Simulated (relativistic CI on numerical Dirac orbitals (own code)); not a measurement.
# Calculated levels, Bi⁶⁰⁺

Computed by Dirac-Coulomb-Breit CI, KLI orbitals optimised for each configuration, model QED (radiative potential, 1s self-energy scaled to tabulated hydrogen-like ionisation energies), unscaled Slater integrals (own radial code, finite nucleus).

Configurations in the expansion (outside the closed core [Ne]): 3s2.3p6.3d5, 3s2.3p5.3d6, 3s2.3p4.3d7, 3s.3p6.3d6, 3p6.3d7, 3s.3p5.3d7, 3s2.3p6.3d4.4s, 3s2.3p6.3d4.4p, 3s2.3p4.3d6.4s, 3s2.3p5.3d5.4s, 3s2.3p6.3d4.4f, 3s2.3p6.3d3.4s2, 3s.3p6.3d5.4s. Levels of other configurations are missing.

The lowest level is 3s2.3p6.3d5 2D_5/2, with 27 % of that term; Hund's rules for 3s2.3p6.3d5 give 6S with J = 5/2, of which the calculation keeps J, while another term leads.

```tsv
No.	Configuration	Term	J	E (Ry)	%	Landé g	jj configuration (%)
1	3s2.3p6.3d5	2D	5/2	0.0000	27	1.240	3d5/2 (98)
2	3s2.3p6.3d5	6S	5/2	7.9387	31	1.318	3d3/2^3 3d5/2^2 (97)
3	3s2.3p6.3d5	4G	7/2	8.9072	30	1.157	3d3/2^3 3d5/2^2 (100)
4	3s2.3p6.3d5	2H	11/2	8.9931	46	1.088	3d3/2^3 3d5/2^2 (99)
5	3s2.3p6.3d5	4D	3/2	9.0912	37	1.121	3d3/2^3 3d5/2^2 (99)
6	3s2.3p6.3d5	2G	9/2	9.5236	35	1.123	3d3/2^3 3d5/2^2 (99)
7	3s2.3p6.3d5	2D	5/2	9.8775	38	1.120	3d3/2^3 3d5/2^2 (98)
8	3s2.3p6.3d5	2F	7/2	10.2466	39	1.061	3d3/2^3 3d5/2^2 (99)
9	3s2.3p6.3d5	4P	1/2	10.2875	36	1.743	3d3/2^3 3d5/2^2 (96)
10	3s2.3p6.3d5	2D	3/2	11.8467	65	0.803	3d3/2^3 3d5/2^2 (96)
11	3s2.3p6.3d5	6S	5/2	16.7267	38	1.322	3d3/2^2 3d5/2^3 (97)
12	3s2.3p6.3d5	4D	7/2	17.5125	52	1.204	3d3/2^2 3d5/2^3 (100)
13	3s2.3p6.3d5	4G	11/2	17.5173	51	1.087	3d3/2^2 3d5/2^3 (100)
14	3s2.3p6.3d5	4G	9/2	17.6967	65	1.136	3d3/2^2 3d5/2^3 (99)
15	3s2.3p6.3d5	2I	13/2	17.9308	100	1.062	3d3/2^2 3d5/2^3 (100)
16	3s2.3p6.3d5	4D	1/2	18.1857	79	0.414	3d3/2^2 3d5/2^3 (99)
17	3s2.3p6.3d5	4P	3/2	18.2494	54	1.153	3d3/2^2 3d5/2^3 (99)
18	3s2.3p6.3d5	2F	5/2	18.3437	42	1.020	3d3/2^2 3d5/2^3 (99)
19	3s2.3p6.3d5	2H	9/2	18.7730	53	1.092	3d3/2^2 3d5/2^3 (100)
20	3s2.3p6.3d5	2G	7/2	19.0007	61	0.975	3d3/2^2 3d5/2^3 (100)
21	3s2.3p6.3d5	2D	3/2	19.2022	82	0.855	3d3/2^2 3d5/2^3 (96)
22	3s2.3p6.3d5	4F	5/2	19.2077	66	1.045	3d3/2^2 3d5/2^3 (99)
23	3s2.3p6.3d5	2G	7/2	19.7592	49	1.022	3d3/2^2 3d5/2^3 (98)
24	3s2.3p6.3d5	4P	1/2	19.7727	48	1.736	3d3/2^2 3d5/2^3 (93)
25	3s2.3p6.3d5	2G	9/2	20.5462	81	1.100	3d3/2^2 3d5/2^3 (99)
26	3s2.3p6.3d5	2P	3/2	21.8919	74	1.172	3d3/2^2 3d5/2^3 (99)
27	3s2.3p6.3d5	2D	5/2	22.2654	82	1.169	3d3/2^2 3d5/2^3 (97)
28	3s2.3p6.3d5	4P	5/2	26.4146	33	1.247	3d3/2 3d5/2^4 (98)
29	3s2.3p6.3d5	2F	7/2	27.2240	28	1.171	3d3/2 3d5/2^4 (100)
30	3s2.3p6.3d5	2H	11/2	27.3234	53	1.066	3d3/2 3d5/2^4 (100)
31	3s2.3p6.3d5	4D	3/2	27.4890	32	1.004	3d3/2 3d5/2^4 (99)
32	3s2.3p6.3d5	2G	9/2	27.9578	49	1.110	3d3/2 3d5/2^4 (99)
33	3s2.3p6.3d5	2D	5/2	28.3623	56	1.104	3d3/2 3d5/2^4 (97)
34	3s2.3p6.3d5	2G	7/2	28.6793	48	1.018	3d3/2 3d5/2^4 (99)
35	3s2.3p6.3d5	2P	1/2	29.2498	42	1.384	3d3/2 3d5/2^4 (96)
36	3s2.3p6.3d5	2D	3/2	30.6774	73	0.849	3d3/2 3d5/2^4 (97)
37	3p5.3d6(3F)	4G°	11/2	35.1406	43	1.263	3p3/2^3 3d5/2^2 (97)
38	3p5.3d6(1D)	2D°	5/2	35.8317	32	1.249	3p3/2^3 3d5/2^2 (98)
39	3p5.3d6(3F)	4F°	9/2	35.9879	40	1.245	3p3/2^3 3d5/2^2 (97)
40	3p5.3d6(3P)	4D°	7/2	36.3376	41	1.278	3p3/2^3 3d5/2^2 (97)
41	3s2.3p6.3d5	2D	5/2	36.8036	35	1.154	3d5/2^5 (98)
42	3p5.3d6(1D)	2P°	1/2	36.8426	41	1.133	3p3/2^3 3d5/2^2 (97)
43	3p5.3d6(3F)	4D°	7/2	38.1845	30	1.195	3p3/2^3 3d5/2^2 (98)
44	3p5.3d6(1S)	2P°	3/2	38.6384	38	1.325	3p3/2^3 3d5/2^2 (95)
45	3p5.3d6(3F)	2D°	5/2	39.9002	26	1.212	3p3/2^3 3d5/2^2 (96)
46	3p5.3d6(3P)	2P°	3/2	39.9923	25	1.378	3p3/2^3 3d5/2^2 (97)
47	3p5.3d6(5D)	6F°	11/2	43.6629	45	1.233	3p3/2^3 3d3/2^3 3d5/2^3 (97)
48	3p5.3d6(5D)	6F°	9/2	43.7030	43	1.339	3p3/2^3 3d3/2^3 3d5/2^3 (97)
49	3p5.3d6(3G)	4H°	13/2	44.0540	70	1.172	3p3/2^3 3d3/2^3 3d5/2^3 (99)
50	3p5.3d6(3P)	4P°	5/2	44.4181	23	1.276	3p3/2^3 3d3/2^3 3d5/2^3 (97)
51	3p5.3d6(3F)	2D°	3/2	44.4611	29	1.059	3p3/2^3 3d3/2^3 3d5/2^3 (99)
52	3p5.3d6(3F)	4F°	7/2	44.4768	35	1.327	3p3/2^3 3d3/2^3 3d5/2^3 (98)
53	3p5.3d6(5D)	6D°	9/2	44.7261	21	1.192	3p3/2^3 3d3/2^3 3d5/2^3 (98)
54	3p5.3d6(3H)	4I°	15/2	44.7505	68	1.142	3p3/2^3 3d3/2^3 3d5/2^3 (99)
55	3p5.3d6(3G)	2F°	7/2	44.8822	36	1.136	3p3/2^3 3d3/2^3 3d5/2^3 (99)
56	3p5.3d6(3P)	4P°	1/2	45.1550	32	1.681	3p3/2^3 3d3/2^3 3d5/2^3 (97)
57	3p5.3d6(3H)	2I°	13/2	45.4509	46	1.118	3p3/2^3 3d3/2^3 3d5/2^3 (100)
58	3p5.3d6(1F)	2G°	9/2	45.4997	31	1.121	3p3/2^3 3d3/2^3 3d5/2^3 (98)
59	3p5.3d6(3G)	4G°	11/2	45.5035	38	1.135	3p3/2^3 3d3/2^3 3d5/2^3 (98)
60	3p5.3d6(3F)	4D°	3/2	45.5287	25	1.229	3p3/2^3 3d3/2^3 3d5/2^3 (98)
61	3p5.3d6(3P)	4D°	7/2	45.8108	31	1.172	3p3/2^3 3d3/2^3 3d5/2^3 (98)
62	3p5.3d6(3P)	4D°	5/2	46.1835	22	1.178	3p3/2^3 3d3/2^3 3d5/2^3 (97)
63	3p5.3d6(1F)	2G°	9/2	46.6049	36	1.140	3p3/2^3 3d3/2^3 3d5/2^3 (99)
64	3p5.3d6(5D)	4D°	5/2	46.6512	37	1.208	3p3/2^3 3d3/2^3 3d5/2^3 (98)
65	3p5.3d6(3F)	4D°	3/2	46.7518	29	1.124	3p3/2^3 3d3/2^3 3d5/2^3 (95)
66	3p5.3d6(1G)	2H°	11/2	47.2278	57	1.116	3p3/2^3 3d3/2^3 3d5/2^3 (98)
67	3p5.3d6(1F)	2F°	7/2	47.2297	37	1.106	3p3/2^3 3d3/2^3 3d5/2^3 (97)
68	3p5.3d6(1G)	2F°	5/2	47.3448	28	1.166	3p3/2^3 3d3/2^3 3d5/2^3 (95)
69	3s2.3p5.3d6	4D°	7/2	47.4226	22	1.095	3p3/2^3 3d3/2^3 3d5/2^3 (97)
70	3p5.3d6(3P)	2D°	3/2	47.5470	39	1.183	3p3/2^3 3d3/2^3 3d5/2^3 (98)
```

Energies count from the lowest computed level; ° marks odd parity. Percentages are summed over parent terms; the parents shown are those of the largest component, closed shells are left out there. Filled j subshells are mostly left out of the jj labels.

The mean weight of the leading LS term, summed over parents, in these 70 levels is 44 %, and that of the leading jj configuration (from the same eigenvectors) 98 %, so jj coupling describes them better and the LS labels are nominal.

At this charge energies of transitions that change n are usually good to better than 1 %, and those within a shell (Δn = 0) to a few per cent.

LS names give the leading component of a level, which can be under half, so a name can repeat, a term be missing and a line seem to break the LS rules.
